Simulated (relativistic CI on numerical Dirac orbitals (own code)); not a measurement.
## Tc4+: 4s photoemission

Computed with this model: Dirac-Coulomb-Breit CI, KLI orbitals optimised for each configuration, a model potential for QED, valence Slater integrals scaled by 0.9, multiplet model of photoemission in the sudden approximation; configurations [Kr] 4d3 → [Ar] 3d10 4s 4p6 4d3; 300 K; Lorentzian 2 eV and Gaussian 0.6 eV FWHM. Energies are those of the free ion, without screening or charge transfer. The energies are binding energies and can lie tens of eV above those of solids. Without intra-shell correlation the exchange splitting of an s hole comes out too large, often by half or more. S is read from ⟨S²⟩ = S(S + 1).

Computed curve for free ion, scaled to 100 at the maximum (points under 2 are left out and the grid is thinned):

```csv
Energy (eV),Intensity
123.6,2.0
124.0,2.3
124.4,2.5
124.6,2.6
125.0,3.0
125.4,3.3
125.8,3.8
126.0,4.1
126.4,4.7
126.8,5.5
127.2,6.5
127.4,7.1
127.8,8.6
128.2,10.7
128.6,13.6
128.8,15.5
129.2,20.7
129.6,28.7
130.0,41.3
130.2,49.9
130.6,71.9
131.0,93.7
131.4,100.0
131.8,84.9
132.0,73.3
132.4,51.5
132.8,36.0
133.2,26.3
133.4,23.0
133.8,18.4
134.2,15.7
134.6,14.3
134.8,14.1
135.2,14.3
135.6,15.5
136.0,17.9
136.2,19.7
136.6,25.4
137.0,34.7
137.4,47.4
137.8,57.8
138.0,59.2
138.4,52.5
138.8,39.5
139.2,27.8
139.4,23.3
139.8,16.7
140.2,12.3
140.6,9.4
140.8,8.3
141.2,6.7
141.6,5.5
142.0,4.6
142.2,4.2
142.6,3.6
143.0,3.2
143.4,2.8
143.6,2.6
144.0,2.3
144.4,2.1
```

The ground state has S = 1.49, and the centroid lies at 133.77 eV.
